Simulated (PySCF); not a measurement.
C₁₁H₈OS, SMILES c1(ccc(cc1)C=O)-c1sccc1. Atoms are numbered in the order given.

```xyz
21

O      4.9000     0.6142     0.4558
C      4.1901     0.1495    -0.4077
C      2.7159     0.0645    -0.3325
C      1.9793    -0.4928    -1.3881
C      0.5930    -0.5741    -1.3204
C     -0.1037    -0.0989    -0.1895
C     -1.5636    -0.1867    -0.1221
C     -2.4433    -0.7074    -1.0545
C     -3.8066    -0.6288    -0.6567
C     -3.9628    -0.0481     0.5784
S     -2.4480     0.4082     1.2667
C      0.6498     0.4603     0.8675
C      2.0329     0.5413     0.7988
H      4.6283    -0.2612    -1.3555
H      2.5040    -0.8662    -2.2724
H      0.0425    -1.0108    -2.1542
H     -2.1222    -1.1374    -2.0029
H     -4.6395    -0.9884    -1.2619
H     -4.8865     0.1376     1.1240
H      0.1370     0.8359     1.7559
H      2.6166     0.9732     1.6143
```

Geometry: B3LYP-D3(BJ)/def2-SVP. One conformer was computed; it need not be the lowest.

Method: r2SCAN/def2-SVP (PySCF).

ESP charges are fitted to the potential on shells at 1.4 to 2.0 van der Waals radii. Atomic charges (e):

```json
[
 {"atom": "O1", "IAO": "-0.39", "ESP fit": "-0.42", "Löwdin": "-0.15"},
 {"atom": "C2", "IAO": "0.24", "ESP fit": "0.38", "Löwdin": "0.11"},
 {"atom": "C3", "IAO": "-0.06", "ESP fit": "-0.03", "Löwdin": "-0.10"},
 {"atom": "C4", "IAO": "-0.12", "ESP fit": "-0.18", "Löwdin": "0.00"},
 {"atom": "C5", "IAO": "-0.14", "ESP fit": "-0.19", "Löwdin": "-0.02"},
 {"atom": "C6", "IAO": "0.02", "ESP fit": "0.16", "Löwdin": "-0.02"},
 {"atom": "C7", "IAO": "-0.14", "ESP fit": "-0.07", "Löwdin": "-0.18"},
 {"atom": "C8", "IAO": "-0.17", "ESP fit": "-0.05", "Löwdin": "-0.06"},
 {"atom": "C9", "IAO": "-0.17", "ESP fit": "-0.28", "Löwdin": "-0.07"},
 {"atom": "C10", "IAO": "-0.30", "ESP fit": "-0.13", "Löwdin": "-0.18"},
 {"atom": "S11", "IAO": "0.33", "ESP fit": "0.01", "Löwdin": "0.44"},
 {"atom": "C12", "IAO": "-0.15", "ESP fit": "-0.20", "Löwdin": "-0.03"},
 {"atom": "C13", "IAO": "-0.11", "ESP fit": "-0.06", "Löwdin": "0.02"},
 {"atom": "H14", "IAO": "0.08", "ESP fit": "-0.01", "Löwdin": "-0.01"},
 {"atom": "H15", "IAO": "0.15", "ESP fit": "0.14", "Löwdin": "0.03"},
 {"atom": "H16", "IAO": "0.14", "ESP fit": "0.15", "Löwdin": "0.03"},
 {"atom": "H17", "IAO": "0.15", "ESP fit": "0.13", "Löwdin": "0.04"},
 {"atom": "H18", "IAO": "0.16", "ESP fit": "0.19", "Löwdin": "0.04"},
 {"atom": "H19", "IAO": "0.17", "ESP fit": "0.19", "Löwdin": "0.03"},
 {"atom": "H20", "IAO": "0.15", "ESP fit": "0.15", "Löwdin": "0.03"},
 {"atom": "H21", "IAO": "0.17", "ESP fit": "0.13", "Löwdin": "0.04"}
]
```

**Question.** Give the Mayer and Wiberg (Löwdin basis) orders of the bonds. (An estimate is asked for; the answer gives what the named calculation found.)

**Answer.** 
| bond | Mayer | Wiberg |
|---|---|---|
| O1–C2 | 2.10 | 2.26 |
| C2–C3 | 0.99 | 1.12 |
| C3–C4 | 1.31 | 1.38 |
| C4–C5 | 1.41 | 1.50 |
| C5–C6 | 1.33 | 1.36 |
| C6–C7 | 1.11 | 1.15 |
| C7–C8 | 1.49 | 1.54 |
| C8–C9 | 1.27 | 1.34 |
| C9–C10 | 1.51 | 1.63 |
| C7–S11 | 1.13 | 1.26 |
| C10–S11 | 1.17 | 1.34 |
| C6–C12 | 1.30 | 1.35 |
| C3–C13 | 1.32 | 1.36 |
| C12–C13 | 1.42 | 1.52 |
| C2–H14 | 0.94 | 0.92 |
| C4–H15 | 0.98 | 0.92 |
| C5–H16 | 0.98 | 0.92 |
| C8–H17 | 0.98 | 0.93 |
| C9–H18 | 0.99 | 0.93 |
| C10–H19 | 0.97 | 0.96 |
| C12–H20 | 0.98 | 0.92 |
| C13–H21 | 0.98 | 0.92 |
